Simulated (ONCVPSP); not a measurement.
**fluorine (F), ONCV: configuration errors across variants**

* Element: F (Z = 9)
* Generator: ONCVPSP 4.0.1
* Type: optimised norm-conserving Vanderbilt (ONCV)
* Functional: PBEsol
* Relativity: scalar-relativistic
* Frozen core: [He]
* Valence charge: 7
* Reference configuration: 2s2 2p5
* Partial waves: 2s: rc 0.55 bohr, ncon 4, nbas 9, qcut 12.5 1/bohr, local; 2p: rc 1.85 bohr, ncon 5, nbas 9, qcut 8.4 1/bohr, 2 projectors, debl 2.8 Ha
* Local potential: the s channel
* Core correction: Teter function, fcfact 1.75, rcfact 1.6

All-electron excitation energies from the reference (eV): (1) 2s2 2p4 19.317; (2) 2s2 2p3 57.595; (3) 2s2 2p2 118.084; (4) 2s1 2p6 18.696.

Errors AE − PS in meV (a dash: test not solved or not reliable):

| change | (1) | (2) | (3) | (4) | bound ghosts | GHOST(+) flags above zero |
| --- | --- | --- | --- | --- | --- | --- |
| base | +86 | +607 | +2122 | +0.6 | none | none |
| core correction Teter function, fcfact 5.3, rcfact 1.6 | +86 | +612 | +2133 | +0.1 | none | none |
| p: rc 2.14 | +140 | +944 | +3157 | -21 | none | none |
| all radii but the core radius scaled by about 1.07 (s 0.58, p 1.98 bohr) | +107 | +743 | +2544 | -7.5 | none | none |
| s: qcut 10; p: qcut 6.7 | +127 | +876 | +2993 | -20 | none | none |

Give the same row for: core correction Teter function, fcfact 1.75, rcfact 1.3.

+86, +610, +2128, +0.7; bound ghosts: none; GHOST(+) flags above zero: none.
